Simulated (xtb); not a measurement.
C2H5IZn, SMILES C[CH2][Zn][I]. All values are semi-empirical tight-binding results from xtb (GFN2-xTB unless named), good for trends rather than for accurate numbers. Coordinates come from a GFN2-xTB optimisation. The structure was generated by enumeration; whether it is a known compound was not checked. One conformer was computed; it need not be the lowest.

Optimised geometry:

```xyz
9

Zn     0.4692    -0.8941     0.0000
I     -0.1395     1.5456     0.0000
C      0.3792    -2.9144     0.0000
C     -1.0705    -3.3951     0.0000
H      0.8879    -3.3204    -0.8723
H      0.8879    -3.3204     0.8723
H     -1.6087    -3.0532     0.8835
H     -1.6087    -3.0532    -0.8835
H     -1.0946    -4.4860     0.0000
```
Charge 0, spin multiplicity 1.

For metal compounds this method's bond lengths and energies can be far off.

Computed properties:
```yaml
point_group_as_xtb_finds_it: Cs
orbital_gap: 4.53 eV
zero_point_energy: 40.2 kcal/mol
G − E(el) at 298.15 K (modified RRHO): 19.1 kcal/mol
```

Computed atomic charges and the Wiberg bond orders between heavy atoms:
charges (e) Zn1 0.24, I2 -0.22, C3 -0.13, C4 -0.09, H5 0.04, H6 0.04, H7 0.04, H8 0.04, H9 0.04. Bond orders Zn1–I2 0.95, Zn1–C3 0.80, C3–C4 1.02.
